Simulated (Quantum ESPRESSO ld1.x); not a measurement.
The mean radii <r> (bohr) of the occupied orbitals of an atom or ion are listed with their occupations. Method: scalar-relativistic Kohn-Sham, PBE, spin-unpolarised, spherical densities, point nucleus; computed with ld1.x of Quantum ESPRESSO 7.5.

| orbital | occ. | <r> |
|---|---|---|
| 1s | 2 | 0.02611 |
| 2s | 2 | 0.1121 |
| 2p | 6 | 0.09821 |
| 3s | 2 | 0.2990 |
| 3p | 6 | 0.2970 |
| 3d | 10 | 0.2736 |
| 4s | 2 | 0.6947 |
| 4p | 6 | 0.7394 |
| 4d | 10 | 0.8366 |
| 5s | 2 | 1.741 |
| 5p | 6 | 2.087 |
| 6s | 1 | 5.689 |

Name the element and its charge.

Answer. Z = 55, caesium, charge 0: Cs in [Xe] 6s1. The 1s radius gives Z: for a bare nucleus <r> = (2 gamma + 1)/(2Z) with gamma = sqrt(1 - (Z/c)^2), 0.02574 bohr for Z = 55, and screening makes it slightly larger (0.02611 here). The occupations add up to 55, and the charge is Z minus that.
